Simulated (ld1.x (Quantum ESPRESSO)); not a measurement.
## Before and after: TM potential for beryllium (Be)

ld1.x (Quantum ESPRESSO) 7.5 input, shortened:

```
&input
   title='Be', zed=4., rel=0, dft='BP', iswitch=3,
   config='[He] 2s1.5 2p0 3d-2'
 /
 &inputp
   pseudotype=2, tm=.true., lloc=0,
   nlcc=.true.
 /
3
2P  2  1   0.00   0.00  4.00  4.00  0.0
3D  3  2  -2.00   0.10  3.85  3.85  0.0
2S  1  0   1.50   0.00  1.30  1.30  0.0
 &test
   configts(1)='2s1.5 2p0'
 /
```

Change: wave 2s (bound): rc 1.30 bohr becomes 2s (bound): rc 0.98 bohr.

Cutoffs: the cutoffs (Ry, on a coarse ladder) from which the occupation-weighted sum of valence levels, in a spherical-Bessel basis at the reference potential, stays within 10 and 1 mRy of its value at 400 Ry; they do not see the model core or the augmentation charge, which bear on the density cutoff. Errors are all-electron minus pseudo energies relative to the spin-unpolarised reference configuration.

Task: Predict the effect on cutoff, ghosts and configuration errors.

Result: The potential gets harder (15 Ry and 45 Ry → 80 Ry and 180 Ry); of the 5 tests that both files solve, the error grows in 3 and shrinks in 1 by more than 15 % and 0.3 meV (median size 10.9 → 11.5 meV); the range in which the s phases agree narrows (upper end 2.3 → 0.2); neither file shows a bound ghost. A smaller radius makes the pseudo-wave follow the all-electron one further in, where it bends more sharply, so more plane waves are needed.

```csv
quantity,base,changed
"cutoff, loose",15 Ry,80 Ry
"cutoff, tight",45 Ry,180 Ry
bound ghosts,none,none
"error for 2s2 2p0, meV [ΔE -3.81 eV]",+1.2,+2.3
"error for 2s1 2p0, meV [ΔE 5.83 eV]",+2.0,+3.6
"error for 2s1 2p1, meV [ΔE -0.18 eV]",+13,+17
"error for 2s0 2p2, meV [ΔE 3.47 eV]",-11,+11
"error for 2s0 2p1, meV [ΔE 9.78 eV]",-103,-83
s: phases at 4.35 bohr within 0.05 rad from the reference energy up to (Ry; the scan ends near 5),2.3,0.2
p: phases at 4.35 bohr within 0.05 rad from the reference energy up to (Ry; the scan ends near 5),0.2,0.2
d: phases at 4.35 bohr within 0.05 rad from the reference energy up to (Ry; the scan ends near 5),1.6,1.6
```
